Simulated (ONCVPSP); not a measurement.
**magnesium (Mg): one change to an ONCV potential, before and after**

```
Element                 : Mg
Generator               : ONCVPSP 4.0.1
Type                    : optimised norm-conserving Vanderbilt (ONCV)
Functional              : PW91
Relativity              : non-relativistic
Frozen core             : [Ne]
Valence charge          : 2
Reference configuration : 3s2
Partial waves           : 3s: rc 2.80 bohr, ncon 4, nbas 8, qcut 1.9 1/bohr, 2 projectors, debl 3.4 Ha; p scattering state at 0.46 Ha: rc 2.75 bohr, ncon 4, nbas 9, qcut 3.5 1/bohr, local
Local potential         : the p channel
Core correction         : Teter function, fcfact 1.5, rcfact 1.05
```

In the p channel the program set the typed energies aside and used 0.050 Ha.

All-electron outer shells of the reference configuration (PW91, non-relativistic, ld1.x):

```csv
shell,level (eV),outermost node (bohr),outermost maximum (bohr)
2p,-46.80,–,0.48
3s,-4.73,0.90,2.56
```

Change: s: debl 4.3.

Cutoffs: the cutoffs (Ha) at which the residual kinetic energy of the hardest occupied pseudo-wave falls to 1 and 0.1 mHa per electron; they do not see the model core or the augmentation charge, which bear on the density cutoff. Errors are all-electron minus pseudo energies relative to the spin-unpolarised reference configuration.

Problem. How do hardness, ghosts and transferability respond?

Solution. The potential gets neither clearly harder nor softer (4.6 Ha and 19 Ha → 4.6 Ha and 19 Ha); of the 3 tests that both files solve, the error grows in 3 and shrinks in 0 by more than 15 % and 0.3 meV (median size 3.5 → 7.9 meV); the range in which the s phases agree narrows (upper end 1.3 → 0.3); neither file shows a bound ghost.

| quantity | base | changed |
| --- | --- | --- |
| cutoff, loose | 4.6 Ha | 4.6 Ha |
| cutoff, tight | 19 Ha | 19 Ha |
| bound ghosts | none | none |
| GHOST(+) flags under 300 eV | none | s at 160.6 eV |
| tests with a reliable result | 3 of 4 | 3 of 4 |
| error for 3s1, meV [ΔE 7.98 eV] | -5.8 | -28 |
| error for 3s1.5, meV [ΔE 3.16 eV] | -1.3 | -7.9 |
| error for 3s1 3p1, meV [ΔE 3.48 eV] | -3.5 | -5.7 |
| s: phases at 2.85 bohr within 0.05 rad from the reference energy up to (Ha; the scan ends near 5) | 1.3 | 0.3 |
| p: phases at 2.80 bohr within 0.05 rad from the reference energy up to (Ha; the scan ends near 5) | 1.3 | 1.3 |
| rms error of d²Exc/dni dnj with the model core, mHa | 1.84 | 1.84 |

Base: The cutoffs count occupied waves only; projector 2 of the s channel, the hardest unoccupied one, needs 27 Ha at the loose tolerance. Changed file: The cutoffs count occupied waves only; projector 2 of the s channel, the hardest unoccupied one, needs 37 Ha at the loose tolerance.
